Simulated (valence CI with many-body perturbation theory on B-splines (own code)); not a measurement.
**Hg LXVIII: electric-dipole lines**

Level of theory: valence CI with perturbative core correlation (CI+MBPT): three valence electrons over a frozen Dirac-Fock core [Ne], a basis of 11 s, 11 p, 10 d, 8 f, 5 g, 2 h functions for each j, with the one-electron correlation potential Σ1, the two-electron term Σ2, the three-electron term Σ3, Breit, model QED; selected CI, second order for the rest, scaled by the run's own slope (own B-spline code, finite nucleus).

No measured spectrum was set against this ion. As an estimate, large intervals hold to a few tenths of a per cent, small ones and those within an open d or f shell to about a per cent.

Lines 101 to 150 of 584 in falling wavelength, among levels below 292.61 Ry, chosen from the strongest by gf and those to the six lowest levels. Wavelengths and rates use the calculated energies. Electric multipoles are in the length gauge with retardation, E1 and E2 with the static RPA response of the core. Weak lines are less certain than strong ones. Lines between different terms over intervals too small for the method are left out, as are lines whose strength nearly cancels. The highest levels of a list are the least certain.

Levels are named by their leading jj configuration (3d3/2^4 stands for four electrons in 3d with j = 3/2), which in mixed levels can hold well under half, so a name can repeat and another be missing. Letters in brackets count levels of one name in rising energy.

| λ vac (nm) | Upper | Lower | A (s⁻¹) | log gf | Branch % |
| --- | --- | --- | --- | --- | --- |
| 3.533 | (3d3/2 3d5/2^2) J=9/2 | (3p3/2 3d3/2 3d5/2) J=7/2 [b] | 5.21e+10 | -1.01 | 1.5 |
| 3.532 | (3p3/2 3d3/2 3d5/2) J=5/2 [b] | (3p3/2^2 3d3/2) J=3/2 [a] | 2.46e+11 | -0.56 | 3.5 |
| 3.528 | (3s 3d3/2 3d5/2) J=1/2 | (3s 3p3/2 3d3/2) J=1/2 [b] | 3.29e+11 | -0.91 | 4.8 |
| 3.524 | (3d3/2 3d5/2^2) J=7/2 [a] | (3p3/2 3d3/2 3d5/2) J=5/2 [b] | 1.73e+11 | -0.59 | 4.5 |
| 3.520 | (3p3/2 3d5/2^2) J=5/2 [b] | (3p3/2^2 3d5/2) J=3/2 | 2.62e+11 | -0.53 | 5.6 |
| 3.511 | (3p3/2 3d3/2 3d5/2) J=3/2 [c] | (3p3/2^2 3d3/2) J=3/2 [b] | 2.45e+11 | -0.74 | 3.3 |
| 3.499 | (3s 3d3/2 3d5/2) J=5/2 [b] | (3s 3p3/2 3d3/2) J=3/2 [b] | 2.10e+11 | -0.64 | 3.4 |
| 3.498 | (3d3/2 3d5/2^2) J=7/2 [b] | (3p3/2 3d3/2 3d5/2) J=9/2 [b] | 1.10e+11 | -0.79 | 3.0 |
| 3.494 | (3d5/2^3) J=5/2 | (3p3/2 3d5/2^2) J=5/2 [b] | 4.76e+11 | -0.28 | 34.9 |
| 3.494 | (3p3/2 3d5/2^2) J=5/2 [a] | (3p3/2^2 3d5/2) J=7/2 | 1.54e+11 | -0.77 | 3.8 |
| 3.494 | (3d3/2^2 3d5/2) J=3/2 | (3p3/2 3d3/2^2) J=1/2 | 1.24e+11 | -1.04 | 1.8 |
| 3.492 | (3s 3d5/2^2) J=9/2 | (3s 3p3/2 3d5/2) J=7/2 [a] | 3.89e+11 | -0.15 | 42.9 |
| 3.486 | (3s 3p1/2 3d5/2) J=5/2 [b] | (3s 3p1/2 3p3/2) J=3/2 [b] | 2.30e+11 | -0.60 | 62.6 |
| 3.485 | (3s 3d5/2^2) J=3/2 | (3s 3p3/2 3d5/2) J=1/2 | 2.27e+11 | -0.78 | 17.2 |
| 3.483 | (3p1/2 3d3/2 3d5/2) J=5/2 [a] | (3p1/2 3p3/2 3d3/2) J=3/2 [a] | 1.86e+11 | -0.69 | 30.3 |
| 3.481 | (3d3/2^2 3d5/2) J=5/2 [a] | (3p3/2 3d3/2^2) J=3/2 [a] | 2.19e+11 | -0.62 | 3.3 |
| 3.474 | (3d3/2^2 3d5/2) J=9/2 | (3p3/2 3d3/2^2) J=7/2 | 3.90e+11 | -0.15 | 6.5 |
| 3.473 | (3p3/2 3d5/2^2) J=7/2 [a] | (3p3/2^2 3d5/2) J=7/2 | 1.22e+11 | -0.75 | 3.2 |
| 3.471 | (3p3/2 3d5/2^2) J=7/2 [a] | (3p3/2^2 3d5/2) J=9/2 | 1.00e+11 | -0.84 | 2.6 |
| 3.461 | (3p1/2 3p3/2 3d5/2) J=5/2 [a] | (3p1/2 3p3/2^2) J=5/2 | 1.84e+11 | -0.70 | 7.0 |
| 3.459 | (3p1/2^2 3d5/2) J=5/2 | (3s 3p1/2 3d3/2) J=3/2 [b] | 1.15e+11 | -0.91 | 25.8 |
| 3.459 | (3d5/2^3) J=5/2 | (3p3/2 3d5/2^2) J=7/2 [b] | 1.97e+11 | -0.67 | 14.4 |
| 3.458 | (3d3/2^2 3d5/2) J=7/2 | (3p3/2 3d3/2^2) J=7/2 | 9.71e+10 | -0.86 | 1.5 |
| 3.458 | (3s 3d5/2^2) J=7/2 | (3s 3p3/2 3d5/2) J=7/2 [b] | 2.07e+11 | -0.53 | 18.2 |
| 3.457 | (3d3/2 3d5/2^2) J=7/2 [b] | (3p3/2 3d3/2 3d5/2) J=5/2 [c] | 1.10e+11 | -0.80 | 3.0 |
| 3.455 | (3p3/2 3d3/2 3d5/2) J=5/2 [d] | (3p3/2^2 3d3/2) J=3/2 [b] | 4.29e+11 | -0.34 | 6.0 |
| 3.453 | (3s 3p3/2 3d5/2) J=1/2 | (3s 3p3/2^2) J=1/2 | 4.92e+11 | -0.75 | 48.6 |
| 3.447 | (3d3/2 3d5/2^2) J=5/2 [b] | (3p3/2 3d3/2 3d5/2) J=5/2 [c] | 1.70e+11 | -0.74 | 4.6 |
| 3.447 | (3d3/2^2 3d5/2) J=7/2 | (3p3/2 3d3/2^2) J=5/2 | 3.08e+11 | -0.36 | 4.9 |
| 3.443 | (3p1/2 3p3/2 3d5/2) J=1/2 | (3p1/2 3p3/2^2) J=1/2 | 4.01e+11 | -0.85 | 21.0 |
| 3.442 | (3s 3p3/2 3d5/2) J=5/2 [a] | (3s 3p3/2^2) J=5/2 | 3.07e+11 | -0.48 | 24.3 |
| 3.441 | (3p3/2 3d5/2^2) J=9/2 | (3p3/2^2 3d5/2) J=7/2 | 2.75e+11 | -0.31 | 6.7 |
| 3.441 | (3s 3p1/2 3d5/2) J=3/2 | (3s 3p1/2 3p3/2) J=3/2 [b] | 8.79e+10 | -1.20 | 9.7 |
| 3.439 | (3p3/2 3d5/2^2) J=9/2 | (3p3/2^2 3d5/2) J=9/2 | 4.07e+11 | -0.14 | 9.9 |
| 3.438 | (3d5/2^3) J=9/2 | (3p3/2 3d5/2^2) J=9/2 | 4.76e+11 | -0.07 | 44.1 |
| 3.438 | (3p1/2 3d3/2 3d5/2) J=9/2 | (3p1/2 3p3/2 3d3/2) J=7/2 | 2.93e+11 | -0.28 | 76.5 |
| 3.437 | (3p1/2 3d5/2^2) J=5/2 | (3p1/2 3p3/2 3d5/2) J=7/2 [b] | 8.56e+10 | -1.04 | 11.3 |
| 3.435 | (3s 3d3/2 3d5/2) J=3/2 [b] | (3s 3p3/2 3d3/2) J=3/2 [b] | 2.13e+11 | -0.82 | 3.6 |
| 3.434 | (3p1/2 3d3/2 3d5/2) J=5/2 [b] | (3p1/2 3p3/2 3d3/2) J=3/2 [b] | 2.07e+11 | -0.66 | 4.6 |
| 3.434 | (3p1/2 3d3/2 3d5/2) J=7/2 [a] | (3p1/2 3p3/2 3d3/2) J=5/2 [a] | 2.27e+11 | -0.49 | 56.7 |
| 3.433 | (3d3/2 3d5/2^2) J=3/2 [b] | (3p3/2 3d3/2 3d5/2) J=1/2 [b] | 2.58e+11 | -0.74 | 6.7 |
| 3.431 | (3p3/2 3d3/2 3d5/2) J=7/2 [c] | (3p3/2^2 3d3/2) J=5/2 | 6.09e+11 | -0.07 | 8.7 |
| 3.427 | (3d3/2^2 3d5/2) J=5/2 [b] | (3p3/2 3d3/2^2) J=3/2 [b] | 3.94e+11 | -0.38 | 5.8 |
| 3.426 | (3d3/2^2 3d5/2) J=1/2 | (3p3/2 3d3/2^2) J=1/2 | 3.17e+11 | -0.95 | 4.6 |
| 3.423 | (3d5/2^3) J=3/2 | (3p3/2 3d5/2^2) J=1/2 | 3.04e+11 | -0.67 | 23.4 |
| 3.422 | (3d3/2 3d5/2^2) J=5/2 [b] | (3p3/2 3d3/2 3d5/2) J=7/2 [c] | 1.50e+11 | -0.80 | 4.0 |
| 3.421 | (3s 3d3/2 3d5/2) J=7/2 [a] | (3s 3p3/2 3d3/2) J=5/2 [a] | 3.60e+11 | -0.30 | 7.1 |
| 3.418 | (3p3/2^2 3d5/2) J=3/2 | (3p3/2^3) J=3/2 | 6.00e+11 | -0.38 | 7.2 |
| 3.416 | (3p3/2 3d5/2^2) J=1/2 | (3p3/2^2 3d5/2) J=1/2 | 7.79e+11 | -0.56 | 17.1 |
| 3.412 | (3p3/2 3d5/2^2) J=3/2 [a] | (3p3/2^2 3d5/2) J=5/2 [a] | 4.39e+11 | -0.51 | 10.4 |
